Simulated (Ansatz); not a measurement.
Consider the isomerisation: `[SiH2][CH2][GeH3]`• → `[CH3][GeH][SiH3]`•.

Calculated with Ansatz (gas phase, PBE0-D4/def2-TZVP geometries, no zero-point term in ΔE). CBS: MP2 limit from def2 TZ/QZ plus the TZ coupled-cluster correction, frozen cores. Functionals use def2-TZVPP. HSE06 is defined as in plane-wave codes. Open shells (•) are unrestricted, without spin–orbit coupling. For Ge outer-core shells are correlated without core-valence functions, which leaves a few kJ/mol of doubt a bond. Scalar relativity is left out up to krypton.

`[SiH2][CH2][GeH3]`•:

```xyz
10

Si   -0.110    1.867    0.001
C     0.804    0.281   -0.371
Ge   -0.218   -1.322    0.133
H    -1.394    1.936   -0.755
H    -0.388    1.996    1.460
H     1.028    0.218   -1.439
H     1.755    0.261    0.168
H     0.587   -2.595   -0.193
H    -1.544   -1.354   -0.645
H    -0.519   -1.290    1.641
```

`[CH3][GeH][SiH3]`•:

Z-matrix (Å, degrees):
```
C
Ge 1 1.964
H 1 1.093 2 109.8
H 1 1.090 2 110.1 3 119.7
H 1 1.090 2 110.3 3 -120.0
Si 2 2.374 1 114.6 3 65.3
H 2 1.548 1 109.9 3 -62.8
H 6 1.492 2 113.1 1 -61.0
H 6 1.487 2 109.4 1 177.9
H 6 1.488 2 108.9 1 59.1
```

```csv
level,ΔE (kJ/mol)
revPBE-D4,-51.8
HSE06-D4,-53.1
PBE,-56.2
HF/CBS(def2),-48.3
```

Task: What does CCSD(T)/CBS give? (An estimate is asked.)

Result: The calculation gave: -49.0 kJ/mol. The listed levels differ from it by -2.8, -4.1, -7.2, 0.7 kJ/mol.

Task: What do rigid-rotor, harmonic-oscillator terms from PBE0-D4/def2-TZVP frequencies (298.15 K, 1 bar) make of the CCSD(T)/CBS value? (Best estimate.)

Result: Computed: ΔZPE = +6.8 kJ/mol, ΔH = -40.9 kJ/mol, ΔS = 10 J/(mol·K), ΔG = -43.8 kJ/mol. Open shells count their whole term as degenerate.

Largest T1 diagnostic among the species: 0.013.

From BLYP to BHLYP (50 % exact exchange), in def2-TZVPP and without D4, ΔE moves by +5.0 kJ/mol. The D4 term adds +3.9 kJ/mol with B3LYP and +1.9 kJ/mol with PBE0; it sums over pairs of atoms, weighted by their polarisabilities, and B3LYP, whose exchange is more repulsive, gets the larger term. At CCSD(T), def2-SVP lies +4.5 kJ/mol from the extrapolated value and def2-TZVPP +1.4 kJ/mol.

B3LYP here is the variant with VWN-RPA as its local correlation; programs differ in this.
